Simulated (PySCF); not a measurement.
CH₅FO₂Si₂. Atoms are numbered in the order given.

```xyz
11

O      1.1295     1.1494     0.9153
C      1.8725     0.9300    -0.0075
O      1.6557     0.0222    -0.9581
Si     0.2521    -0.9974    -0.9082
Si    -1.5793     0.0934     0.0836
F     -1.5525    -0.1338     1.6963
H      2.8282     1.4688    -0.1763
H      0.0248    -1.3303    -2.3391
H      0.6260    -2.2291    -0.1596
H     -2.8341    -0.5450    -0.4162
H     -1.6078     1.5424    -0.2437
```

Geometry: B3LYP-D3(BJ)/def2-SVP. This is a generated structure with no PubChem entry under its InChIKey; it may be hypothetical. The values are those of a single conformer.

The numbers are results of PBE/def2-TZVP run with PySCF, not measurements.

Gas-phase values at a fixed geometry.

| Item | Value |
|---|---|
| total energy | -870.02913 hartree |
| highest occupied level | -6.97 eV |
| lowest empty level | -1.73 eV |
| orbital gap | 5.24 eV |
| dipole moment | 2.48 D |
| quadrupole, principal values (traceless, Buckingham form, about the centre of nuclear charge) | -7.93, 2.01, 5.92 D·Å |
| mean static polarisability | 73.4 bohr³ (10.87 Å³) |
| polarisability, principal values | 59.0, 77.6, 83.6 bohr³ |
